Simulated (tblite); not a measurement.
Compound: C8H9P.
Z-matrix (Å and degrees, GFN2-xTB geometry), rows numbered from 1:
```
C 
P   1  1.6647
C   2  1.8350  1  100.90
C   3  1.3914  2  119.83  1   -48.96
C   4  1.3817  3  120.72  2  -178.38
C   5  1.3843  4  119.66  3     0.40
C   6  1.3837  5  119.90  4     0.38
C   7  1.3876  6  121.15  5    -0.19
C   8  1.4977  3  120.62  2    -3.49
H   1  1.0774  2  119.35  3   179.16
H   1  1.0779  2  124.15  3    -2.62
H   4  1.0817  3  119.37  2     1.04
H   5  1.0803  4  120.02  3  -179.98
H   6  1.0801  5  120.15  4  -179.94
H   7  1.0810  6  119.65  5   179.77
H   9  1.0875  8  110.95  3   161.92
H   9  1.0896  8  110.65  3    40.70
H   9  1.0909  8  110.04  3   -78.29
```

Method: GFN2-xTB as coded in tblite; computed harmonic values from a numerical Hessian at the method's own geometry, unscaled. Errors from tens to a few hundred cm⁻¹ against measured bands are possible. One conformer, not necessarily the lowest.

Harmonic wavenumbers (cm⁻¹): 60.0, 67.6, 111.8, 187.9, 210.3, 276.1, 357.1, 410.7, 418.8, 469.8, 534.5, 595.1, 661.7, 673.7, 757.8, 767.8, 809.6, 866.0, 881.6, 914.7, 928.0, 998.9, 1027.6, 1047.3, 1090.9, 1100.8, 1160.5, 1182.6, 1231.2, 1262.4, 1315.6, 1392.9, 1399.7, 1422.6, 1457.7, 1470.3, 1476.7, 1573.2, 1590.4, 2989.6, 3010.0, 3037.6, 3059.3, 3068.7, 3069.0, 3077.3, 3089.4, 3107.7.

A = 2368, B = 1169, C = 821.5 MHz; mass 136.044 u (most abundant isotopes); point group C1, symmetry number 1.

Zero-point energy?

½Σν̃ = 30835 cm⁻¹ = 368.87 kJ/mol.

What is S at 400 K and 1 bar for an ideal gas of classical rigid rotors and harmonic oscillators?

Translation 176.24, rotation 126.41, vibration 145.94: S = 448.6 J/(mol K).

And Cp and H(400 K) − H(0)?

Cp = 194.00 J/(mol K), of which vibrations give 160.74 (their classical limit is 48 R = 399.1); H(400 K) − H(0) = 44.52 kJ/mol without the zero-point energy, 31.22 from vibrations.

What must be added to the electronic energy to get the Gibbs energy at 400 K and 1 bar?

ZPE + [H(400 K) − H(0)] − T·S = 368.87 + 44.52 − 179.44 = 233.95 kJ/mol.

How do the functions run with temperature in this model?

| T (K) | S (J/(mol K)) | Cp (J/(mol K)) | H − H(0) (kJ/mol) | G − H(0) (kJ/mol) | ln q(vib) |
| --- | --- | --- | --- | --- | --- |
| 150 | 318.0 | 89.4 | 9.09 | -38.61 | 2.48 |
| 250 | 373.1 | 130.9 | 20.05 | -73.22 | 4.70 |
| 298.15 | 397.9 | 151.9 | 26.86 | -91.78 | 5.80 |
| 600 | 540.1 | 257.2 | 90.08 | -233.97 | 12.88 |
| 900 | 656.5 | 315.5 | 176.78 | -414.04 | 19.69 |

q(vib) and H(0) count from the zero-point level.

Which modes carry the vibrational entropy at 400 K?

60.0 cm⁻¹: 21.08; 67.6 cm⁻¹: 20.09; 111.8 cm⁻¹: 15.94; 187.9 cm⁻¹: 11.73; 210.3 cm⁻¹: 10.83; 276.1 cm⁻¹: 8.71 J/(mol K); the other 42 give 57.56 together.

Blend soft modes into free rotors: weight 1/[1 + (100 cm⁻¹/ν̃)⁴] for the oscillator and the rest for a rotor with moment μB/(μ + B), μ = h/(8π²ν), B = 10⁻⁴⁴ kg m². What vibrational entropy results?

135.08 J/(mol K) in place of 145.94, which changes −T·S at 400 K by +4.35 kJ/mol.

Hindered rotation and anharmonicity are outside this model. Other conformers, if any are populated, would add a mixing term that is left out. The structure is chiral; the term R ln 2 for an equal mix with its mirror image is left out.
